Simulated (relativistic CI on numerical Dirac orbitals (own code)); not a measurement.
## d5 in a ligand field

Computed with a parametric ligand-field model of a d^n configuration (Racah B and C, spin-orbit zeta, crystal field), exact diagonalisation.

Field parameters in Wybourne normalisation: Oh B⁴₀ = 21Dq, B⁴₄ = √(5/14) B⁴₀. The field is a parameter set, without covalency, and values of 10Dq over about 45,000 cm⁻¹ lie beyond real compounds.

B = 1060 cm⁻¹, C = 4450 cm⁻¹ (C/B = 4.20), Oh, no spin-orbit coupling. Tanabe-Sugano data, E/B above the lowest term (Δ = |10Dq|; b, c mark the second and third term of a kind):

```tsv
Δ/B	6A1	4T1	4T2	4T1(b)	2T2	2A2
1.0	0.00	30.84	30.97	36.53	44.41	44.48
5.0	0.00	28.30	30.43	38.82	40.36	42.43
9.0	0.00	24.79	28.98	41.65	33.71	39.19
13.0	0.00	21.06	26.57	44.04	26.46	35.57
17.0	0.00	17.23	23.49	45.69	18.98	31.81
21.0	0.00	13.35	20.05	46.66	11.39	27.96
25.0	0.00	9.45	16.43	47.21	3.71	24.08
29.0	4.02	9.54	16.71	51.56	0.00	24.18
33.0	11.79	13.37	20.68	59.54	0.00	28.02
37.0	19.59	17.23	24.63	67.48	0.00	31.88
41.0	27.42	21.10	28.58	75.41	0.00	35.75
45.0	35.27	24.99	32.53	83.33	0.00	39.64
```

The ground term changes from 6A1 to 2T2 between Δ/B = 25.0 and 29.0.
